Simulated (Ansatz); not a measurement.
Relaxation of FH$_{5}$Sn (7 atoms, charge 0, multiplicity 1), to a largest force component of 0.03 eV/Å in at most 50 steps.

Computed with Ansatz 0.2.0, RKS BLYP-D4/def2-SVP.

```xyz
7
Properties=species:S:1:pos:R:3:forces:R:3
Sn -0.474 0.000 -0.446 1.06 0.00 -1.28
H 0.161 0.000 2.436 1.86 0.00 0.25
H 1.053 0.000 0.359 0.02 0.00 -0.01
H -0.710 1.452 -1.361 -0.03 0.00 0.00
H -0.710 -1.452 -1.361 -0.03 0.00 0.00
F -1.905 0.000 0.831 -1.13 0.00 0.85
H -0.558 0.000 2.472 -1.74 0.00 0.18
```

Problem. Where does it end, and by what steps?

Solution. The run converged. The force dipped under the threshold on the way, but the program's further checks kept it going. After 16 steps the energy has fallen by 0.246 eV; H2 moved furthest, 1.31 Å.

| step | energy less start (eV) | largest force component (eV/Å) | accepted |
| --- | --- | --- | --- |
| 0 | 0.0000 | 1.857 | yes |
| 1 | -0.1566 | 0.242 | yes |
| 2 | -0.1961 | 0.558 | yes |
| 3 | -0.2262 | 0.076 | yes |
| 4 | -0.2320 | 0.210 | yes |
| 5 | -0.2409 | 0.023 | yes |
| 6 | -0.2419 | 0.109 | yes |
| 7 | -0.2429 | 0.066 | yes |
| 8 | -0.2439 | 0.060 | yes |
| 9 | -0.2446 | 0.052 | yes |
| 10 | -0.2450 | 0.055 | yes |
| 11 | -0.2451 | 0.103 | yes |
| 12 | -0.2454 | 0.054 | yes |
| 13 | -0.2456 | 0.012 | yes |
| 14 | -0.2457 | 0.008 | yes |
| 15 | -0.2457 | 0.034 | yes |
| 16 | -0.2458 | 0.012 | yes |

```xyz
7
Properties=species:S:1:pos:R:3
Sn -0.397 0.000 -0.857
H -0.255 0.000 3.681
H 1.281 0.000 -0.433
H -0.908 1.448 -1.654
H -0.908 -1.448 -1.654
F -1.375 0.000 0.864
H -0.578 0.000 2.982
```

Whether the end is a true minimum wasn't checked by a vibrational analysis.

The run took 28 s on 1 thread of Arm Neoverse V1, with other jobs on the host, peak memory 0.11 GiB.
